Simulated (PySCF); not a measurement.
## How methods differ on the ionisation energy of V²⁺

V²⁺ [Ar] 3d3 (4F) → V³⁺ [Ar] 3d2 (3F), as a difference of total energies. Calculation: PySCF 2.14, in aug-cc-pVDZ (7s6p4d2f, 59 functions); the non-relativistic Hamiltonian (point nucleus). Correlated levels: valence: [Ar] frozen. The calculations carry no spin-orbit coupling.

```
           method  ionisation energy (eV)  plus first-order spin-orbit estimate  difference from reference of that sum (eV)
              UHF                  28.663                                28.653                                      -0.658
              LDA                  30.553                                30.543                                      +1.232
              PBE                  30.345                                30.335                                      +1.024
             PBE0                  30.175                                30.165                                      +0.854
           r2SCAN                  30.275                                30.265                                      +0.954
             MN15                  30.335                                30.326                                      +1.015
            HSE06                  30.156                                30.146                                      +0.835
            TPSSh                  29.983                                29.974                                      +0.663
             BP86                  30.347                                30.337                                      +1.026
    MP2 (valence)                  28.949                                28.939                                      -0.372
SCS-MP2 (valence)                  28.758                                28.748                                      -0.563
```

Reference: 29.311 eV (measured; NIST Atomic Spectra Database, ionization energies).

A first-order spin-orbit estimate (lowest level to lowest level, LS coupling) adds -0.010 eV.

These non-relativistic numbers lack the scalar-relativistic shift.

Errors of the correlated levels include the incompleteness of this basis and the frozen core.
